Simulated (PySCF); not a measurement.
An unknown gives this computed stick spectrum. Method: PySCF 2.14.0, density-fitted response routines, TDDFT PBE0/def2-SVPD, vertical, gas phase, core orbitals frozen in the response. Geometries: GFN2-xTB, one conformer each.

```json
{"state": "S1", "λ (nm)": "326.5", "f": "0.0001"}
{"state": "S2", "λ (nm)": "277.6", "f": "0.456"}
{"state": "S3", "λ (nm)": "225.8", "f": "0.124"}
{"state": "S4", "λ (nm)": "201.0", "f": "0.0020"}
{"state": "S5", "λ (nm)": "187.3", "f": "0.0012"}
{"state": "S6", "λ (nm)": "186.8", "f": "0.129"}
{"state": "S7", "λ (nm)": "183.8", "f": "0.0024"}
{"state": "S8", "λ (nm)": "175.5", "f": "0.0006"}
```

Triplets computed (Tamm–Dancoff): 2.38, 3.37, 3.91 eV.

Task: Which structure fits? All have the formula C6H7N.
A. `C=C/C=C\C1=NC1`
B. `N#CCC=C1CC1`
C. `C=C/C=C/CC#N`

Result: A. Its S1, at 3.80 eV, is the lowest among the candidates; the nearest of the others has S1 at 5.78 eV. S1 is HOMO-1→LUMO (98%). Löwdin shares by element: HOMO carbon 48% or more, nitrogen 20% (atoms not listed hold the other 32%); LUMO carbon 54% or more, nitrogen 15% (atoms not listed hold the other 31%). At the same level the other candidates give, for their lowest levels:
- `N#CCC=C1CC1`: 185 nm (f 0.004); 176 nm (f 0.334); 172 nm (f 0.146); 168 nm (f 0.005); 164 nm (f 0.011); T1 4.40 eV; HOMO -7.84, LUMO -0.32 eV
- `C=C/C=C/CC#N`: 215 nm (f 0.835); 187 nm (f 0.013); 182 nm (f 0.007); 177 nm (f 0.005); 175 nm (f 0.003); T1 3.17 eV; HOMO -7.16, LUMO -1.25 eV

Conformer computed: `[CH2:1]=[CH:2]/[CH:3]=[CH:4]\[C:5]1=[N:6][CH2:7]1`: C1–C2–C3–C4 180°, C3–C4–C5–N6 0°.
